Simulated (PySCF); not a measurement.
Compounds:

A. `C=C/C(C)=N\C[SiH3]`
B. SMILES C(=N\[H])/[C@]12C[C@@H]3[C@H](C1)[C@H]23
C. `InChI=1S/C5H11NSi/c1-3-4-5-6(2)7/h5H2,1-2,7H3`

Spectrum 1. $^{1}$H NMR (300 MHz, computed): δ 4.60 (s, 3H), 3.63 (s, 2H), 2.70 (s, 3H), 2.03 (s, 3H). $^{13}$C{$^{1}$H} NMR (computed): δ 86.5 (C), 83.4 (C), 45.9 (CH2), 39.5 (CH3), 4.7 (CH3).

Spectrum 2. $^{1}$H NMR (300 MHz, computed): δ 6.89 (m, 1H), 5.81 (m, 1H), 5.80 (m, 1H), 4.10 (q, 2H), 3.80 (t, 3H), 2.21 (s, 3H). $^{13}$C{$^{1}$H} NMR (computed): δ 165.1 (C), 130.5 (CH), 127.6 (CH2), 39.2 (CH2), 27.1 (CH3).

Spectrum 3. $^{1}$H NMR (300 MHz, computed): δ 11.06 (br s, 1H), 8.38 (s, 1H), 3.07 (m, 1H), 2.87 (m, 2H), 1.73 (m, 2H), 1.72 (m, 2H). $^{13}$C{$^{1}$H} NMR (computed): δ 175.0 (CH), 55.7 (C), 38.7 (CH), 37.8 (CH2), 18.3 (CH).

PySCF calculation with structure optimised with GFN2-xTB and shieldings: GIAO PBE0/pcSseg-1; one conformer, equivalent nuclei averaged, relativity neglected, gas phase.

Scale: TMS for $^{1}$H (σ = 31.72 ppm) and $^{13}$C (σ = 186.93 ppm) (reference shieldings calculated alike). Where no couplings were computed, multiplicities follow the n + 1 count of equivalent neighbours, and m marks all less simple cases (inequivalent or close neighbours, rings, F or P nearby). Shifts are as computed. Against solution values, carbons near 30 ppm lie about +3 ppm off and those near 130 ppm about +5 ppm. Of 1211 compounds with measured shifts, 218 miss one by over three times the rms of a fit or turn the order of signals round; such compounds aren't used in these exercises. OH and NH positions are gas-phase values without hydrogen bonding to other molecules.

Task: Match each spectrum to its structure.

Result: 1–C, 2–A, 3–B.

- Spectrum 1 (C): 5 $^{13}$C signals; δC 86.5 is an alkyne carbon; δC 83.4 is an alkyne carbon.
- Spectrum 2 (A): 5 $^{13}$C signals; δC 130.5 is an alkene CH; δC 127.6 is a terminal =CH2 carbon.
- Spectrum 3 (B): 5 $^{13}$C signals; δC 38.7 is a three-membered-ring carbon; δC 37.8 is an sp3 CH2 in a ring.
